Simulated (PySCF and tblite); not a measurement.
Results of a calculation; reference values are marked as such.
tetrahydro-4h-pyran-4-one, C5H8O2, numbered as in [O:1]=[C:2]1[CH2:3][CH2:4][O:5][CH2:6][CH2:7]1.

Classical Langevin dynamics with GFN2-xTB (tblite), gas phase: time step 1.5 fs, H mass 4 u, friction 0.005 fs⁻¹, 400 steps to settle and 5000 to sample, one trajectory a temperature from the lowest conformer.

GIAO shieldings at KT3/pcSseg-1 (PySCF) on 9 frames a temperature; like atoms are averaged, and of two unlike H on one atom a is the less shielded at the minimum.

Q: How far do thermal motions move the shieldings from their values at the minimum?

A: 
```csv
signal,σ at minimum (ppm),"Δσ, 150 K","Δσ, 300 K","Δσ, 600 K"
O1,-279.7,-8.2 ± 3.8,5.4 ± 6.2,-5.6 ± 13.2
C2,-8.0,-2.9 ± 1.3,-0.1 ± 1.9,-1.4 ± 1.9
C3/C7,137.7,-2.4 ± 1.0,-1.0 ± 1.2,-2.0 ± 1.5
C4/C6,110.3,-2.2 ± 1.2,-0.7 ± 1.2,-0.7 ± 2.1
O5,256.1,-8.6 ± 3.4,-7.8 ± 4.2,-4.3 ± 8.2
H3/H7,29.44,-0.35 ± 0.10,-0.40 ± 0.16,-0.62 ± 0.19
H4/H6,27.57,-0.12 ± 0.08,-0.02 ± 0.09,-0.19 ± 0.26
```

Errors are standard errors over frames. Zero-point motion is missing, and a reference compound would move too.

Q: What do the single frames at 600 K give for O1?

A: 
```tsv
t (fs)	V above the minimum, tight binding (kcal/mol)	E above it, DFT (kcal/mol)	torsions (°)	σ (ppm)
1016	20.9	20.2	none	-258.3
1850	22.1	20.8	none	-363.6
2684	21.8	21.7	none	-287.1
3516	22.0	23.4	none	-264.3
4350	28.6	30.1	none	-291.5
5184	20.3	21.2	none	-262.6
6016	27.9	30.1	none	-268.2
6850	19.3	19.6	none	-239.5
7684	22.3	22.5	none	-332.9
```

Changes within two standard errors are not significant.

The study took 14 min on 1 thread of Arm Neoverse V1, shared host (rough), peak memory 0.64 GiB, launched as `OMP_NUM_THREADS=1 python ens_run.py task.json out`.
